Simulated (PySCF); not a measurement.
F2O2Se.
Numbering: `[O:1]=[Se:2](=[O:3])([F:4])[F:5]`

Computed with core-valence-separated Tamm–Dancoff BHandHLYP/aug-pcX-1 (def2-SVPD on Se) in PySCF, non-relativistic, gas phase, PBE0-D3(BJ)/def2-SVP geometry.

Computed oxygen K-edge spectrum, Gaussian lines of 0.5 eV full width, highest printed point 100; it ends one width below the last computed root. Absolute energies from this functional tend to lie a few eV below measured edges; no shift was applied.

photon energy (eV), absorption and a bar:
```
    528.8          5 #
    529.0         31 #########
    529.2         87 ##########################
    529.4        100 ##############################
    529.6         48 ##############
    529.8          9 ###
    530.0          1 
    530.2          0 
    530.4          0 
    530.6          0 
    530.8          0 
    531.0          0 
    531.2          0 
    531.4          1 
    531.6          7 ##
    531.8         33 ##########
    532.0         60 ##################
    532.2         45 ##############
    532.4         14 ####
    532.6          2 #
    532.8          0 
    533.0          1 
    533.2          8 ##
    533.4         32 ##########
    533.6         55 #################
    533.8         39 ############
    534.0         11 ###
    534.2          1 
    534.4          0 
    534.6          0 
    534.8          0 
    535.0          0 
    535.2          0 
    535.4          0 
    535.6          2 #
    535.8          8 ##
    536.0         10 ###
    536.2          7 ##
    536.4          6 ##
    536.6         12 ####
```

Where are the maxima, and which lines make them up?

4 maxima:
- 529.3 eV: O1/O3 (oxygen bonded to Se), 529.33 eV, f = 0.102, sum of 2, 100 % of the height at the exact maximum
- 532.0 eV: O1/O3 (oxygen bonded to Se), 532.04 eV, f = 0.059, sum of 2, 100 % of the height at the exact maximum
- 533.6 eV: O1/O3 (oxygen bonded to Se), 533.62 eV, f = 0.054, sum of 2, 100 % of the height at the exact maximum
- 536.0 eV: O1/O3 (oxygen bonded to Se), 535.97 eV, f = 0.010, sum of 2, 100 % of the height at the exact maximum

Roots within 0.03 eV on the same or equivalent atoms count as one line; shares under 12 % aren't listed.

Vibrational structure and lifetime widths aren't in the curve. The ionisation threshold wasn't computed; near and above it a finite basis only mimics Rydberg series and continuum. Relativistic effects, spin–orbit coupling among them, are left out although an element past zinc is present.
